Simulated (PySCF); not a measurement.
Computed properties of C3H8O2Si, SMILES OC[SiH]1COC1

C3H8O2Si, SMILES OC[SiH]1COC1. The structure is a stationary point at r2SCAN-D4/def2-SVP. This is a generated structure with no PubChem entry under its InChIKey; it may be hypothetical. One conformer was computed; it need not be the lowest. All values are computed for the isolated molecule unless a solvent is named; none is compared with measurement here.

**Structure.** All 36 harmonic modes at r2SCAN-D4/def2-SVP (PySCF) are real, so it is a minimum. With heavy atoms numbered as in [OH:1][CH2:2][SiH:3]1[CH2:4][O:5][CH2:6]1, the shortest bond between them is O1–C2 at 1.429 Å and the longest Si3–C6 at 1.909 Å.

**Vibrations.** The strongest infrared lines (harmonic, unscaled, degenerate partners summed) lie at 345 cm⁻¹ (162 km/mol, H 88 %), 2185 cm⁻¹ (144 km/mol, H 97 %), 1040 cm⁻¹ (100 km/mol, O 47 %, C 45 %, H 8 %). The softest mode is at 47 cm⁻¹ and the zero-point energy is 68.0 kcal/mol.

**Electronic structure.** PBE0/def2-TZVP (PySCF) places the frontier levels at -7.06 and 0.13 eV, a gap of 7.19 eV, and gives a dipole moment of 2.08 D and a mean polarisability of 68.7 bohr³. PBE/def2-TZVP (PySCF) at the same geometry gives -5.56 and -0.75 eV, so its gap is 2.38 eV narrower. An orbital gap is neither the optical nor the fundamental gap.

**Excitations.** TDA-ωB97X/def2-SVPD (PySCF) has S1 at 6.59 eV (188 nm, f = 0.010, weak); the most intense of the 10 singlets computed lies at 8.22 eV (f = 0.10). T1 (TDA) is at 6.19 eV, 0.40 eV under S1. TDA-PBE/def2-SVPD (PySCF) puts S1 at 4.87 eV. No vertical singlet excitation falls in the visible range (under 3.1 eV).

**NMR.** GIAO shifts at PBE0/pcSseg-1 (PySCF) (non-relativistic, atoms alike by connectivity averaged): ¹³C from 57.4 to 71.4 ppm against TMS; ¹H from -0.7 to 5.4 ppm against TMS; ²⁹Si at 6.5 ppm against TMS.

**Solvation.** SMD-PBE0/def2-SVP (PySCF) gives -6.6 kcal/mol in water, -3.0 kcal/mol in n-hexane, -5.6 kcal/mol in N,N-dimethylformamide (1 M in both phases, gas-phase geometry); of these solvents water holds the molecule best.
